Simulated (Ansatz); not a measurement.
Cartesian coordinates (Å):
```xyz
19

In     0.3826     0.3074    -0.1016
C      1.2385    -0.1918     1.8662
H      0.5927     0.1647     2.6844
H      2.2245     0.2861     1.9862
H      1.3854    -1.2789     1.9771
C      1.0212    -0.8887    -1.8401
H      1.1680    -1.9452    -1.5626
H      1.9802    -0.5111    -2.2306
H      0.2850    -0.8383    -2.6580
C     -0.6897     2.1951    -0.4238
H     -0.0176     2.9547    -0.8546
H     -1.0929     2.5874     0.5220
H     -1.5241     2.0475    -1.1281
C     -2.2908    -1.6933    -0.7149
O     -1.5760    -1.0815     0.3543
H     -1.6806    -2.4450    -1.2431
H     -2.5499    -0.8955    -1.4237
H     -3.2228    -2.1585    -0.3529
H     -1.3379    -1.7430     1.0188
```
Charge 0, spin multiplicity 1.

Level of theory: frozen-core CCSD(T)/def2-TZVPP // B3LYP-D3(BJ)/def2-SVP run with Ansatz (a program for electronic structure).

```
Quantity                        Value
----------------------  -------------
HF energy               -423.18209 Ha
MP2 correlation energy    -1.27893 Ha
```

Task: Estimate the CCSD correlation energy, the (T) correction, the total energy and the T1 diagnostic.

Result: 
```json
{
 "CCSD correlation energy": "-1.33307 Ha",
 "(T) correction": "-0.04782 Ha",
 "CCSD(T) total energy": "-424.56298 Ha",
 "T1 diagnostic": "0.011"
}
```
